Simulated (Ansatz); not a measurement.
## An input for doublet [C2H10OSi2]+

[C2H10OSi2]+: 15 atoms, total charge +1, spin state doublet. As SMILES of the parent species, `C[SiH2]O[SiH2]C`. Geometry: relaxed at PBE0-D4/def2-TZVP. This is one conformer, not always the lowest. That shape belongs to the parent species and isn't relaxed for this state.

```xyz
15

C    -2.6257    0.3103   -0.2487
Si   -1.1740   -0.6693   -0.8750
O     0.2043    0.2102   -0.8007
Si    1.3474    0.8533    0.1782
C     2.4800   -0.4662    0.8382
H    -2.4845    0.5982    0.7960
H    -2.7668    1.2195   -0.8379
H    -3.5416   -0.2836   -0.3150
H    -1.0135   -1.9093   -0.0625
H    -1.3785   -1.0573   -2.2947
H     2.1115    1.8457   -0.6212
H     0.6863    1.5638    1.3103
H     1.9266   -1.1993    1.4302
H     2.9819   -0.9934    0.0234
H     3.2466   -0.0227    1.4796
```

Settings wanted:

```yaml
basis_set: 6-31G*
integral_approximation: none
task: energy
method: HF
reference: UHF
relativity: none
accuracy: high
d_and_f_functions: spherical
```

**Question.** Give an Ansatz 0.2.0 job that does this.

**Answer.** This one ran through:

molecule.yaml:
```yaml
crystal:
  periodic: [false, false, false]
  atoms:
    - {symbol: C, position_ang: [-2.625720, 0.310300, -0.248710]}
    - {symbol: Si, position_ang: [-1.173950, -0.669330, -0.875010]}
    - {symbol: O, position_ang: [0.204290, 0.210220, -0.800740]}
    - {symbol: Si, position_ang: [1.347440, 0.853310, 0.178220]}
    - {symbol: C, position_ang: [2.479970, -0.466230, 0.838180]}
    - {symbol: H, position_ang: [-2.484490, 0.598240, 0.795950]}
    - {symbol: H, position_ang: [-2.766780, 1.219460, -0.837920]}
    - {symbol: H, position_ang: [-3.541630, -0.283550, -0.315050]}
    - {symbol: H, position_ang: [-1.013500, -1.909330, -0.062520]}
    - {symbol: H, position_ang: [-1.378520, -1.057260, -2.294720]}
    - {symbol: H, position_ang: [2.111540, 1.845700, -0.621250]}
    - {symbol: H, position_ang: [0.686300, 1.563810, 1.310310]}
    - {symbol: H, position_ang: [1.926560, -1.199290, 1.430200]}
    - {symbol: H, position_ang: [2.981860, -0.993370, 0.023410]}
    - {symbol: H, position_ang: [3.246620, -0.022690, 1.479650]}
basis:
  gaussian: {orbitals: 6-31G_st_-spherical.json}
total_charge: 1
magnetization: {spin_polarized: true, initial_magnetization: 1}
hamiltonian: {xc: hf}
accuracy: high
output: {orbitals: {seedname: orbitals}}
```

```bash
$ ansatz run molecule.yaml --threads 1 --pin off --max-ram 3480MiB --events-out events.jsonl --progress --plain --runs-dir runs
```

(Basis files named in the input come from the Basis Set Exchange and aren't shown.)

Calculated total energy: -733.98165 Eh.
